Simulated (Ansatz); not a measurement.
Isolated molecules relaxed with PBE0-D4/def2-TZVP in Ansatz; ΔE leaves out vibrations. CCSD(T)/CBS adds triple-zeta CCSD(T) − MP2 to the extrapolated MP2 energy (def2 sets, frozen cores). This one scheme is used for every species. Functionals use def2-TZVPP. B3LYP here is the variant with VWN-RPA as its local correlation; programs differ in this. One conformer a species, not always the lowest.

Consider the formal hydrolysis of the Si–F bond: `NC[SiH](N)F` + H₂O → `NC[SiH](N)O` + H–F.

`NC[SiH](N)F`:

Cartesian coordinates in Å:
```
N -0.565 1.535 -0.223
C 0.718 0.842 -0.079
Si 0.387 -0.916 0.462
N -0.722 -1.576 -0.635
F -0.172 -0.826 1.973
H -1.010 1.645 0.680
H -0.437 2.464 -0.602
H 1.199 0.788 -1.061
H 1.435 1.335 0.596
H 1.589 -1.778 0.548
H -1.428 -0.968 -1.022
H -0.996 -2.544 -0.638
```

H₂O:

Z-matrix (Å, degrees):
```
O
H 1 0.960
H 1 0.960 2 105.1
```

`NC[SiH](N)O`:

```xyz
13

N    -1.778   -0.099   -0.161
C    -0.695    0.617   -0.837
Si    0.918    0.001   -0.117
N     1.039    0.228    1.574
O     0.890   -1.608   -0.499
H    -2.685    0.207   -0.490
H    -1.708   -1.090   -0.357
H    -0.700    0.531   -1.935
H    -0.774    1.684   -0.604
H     2.105    0.680   -0.707
H     0.216    0.144    2.149
H     1.708    0.872    1.960
H     1.465   -2.168    0.025
```

H–F:

Z-matrix (Å, degrees):
```
F
H 1 0.920
```

**Question.** Is it downhill or uphill in electronic energy at CCSD(T)/CBS, and by how much? (An estimate is asked.)

**Answer.** The calculation gave: Uphill: ΔE = +48.1 kJ/mol.

**Question.** What do these levels give: r2SCAN-D4, PBE0-D4, B3LYP-D4, ωB97M-V, r2SCAN, HF/CBS(def2)? (An estimate is asked.)

**Answer.** Ansatz gave: r2SCAN-D4 50.2, PBE0-D4 47.0, B3LYP-D4 50.1, ωB97M-V 49.6, r2SCAN 50.9, HF/CBS(def2) 56.5 kJ/mol.

Largest T1 diagnostic among the species: 0.010.

The D4 term adds −3.5 kJ/mol with B3LYP and −2.0 kJ/mol with PBE0; it sums over pairs of atoms, weighted by their polarisabilities, and B3LYP, whose exchange is more repulsive, gets the larger term. In def2-TZVPP, CCSD(T) changes the Hartree–Fock value by −8.4 kJ/mol (the triples alone add −1.3 kJ/mol) and MP2 by −10.3 kJ/mol.
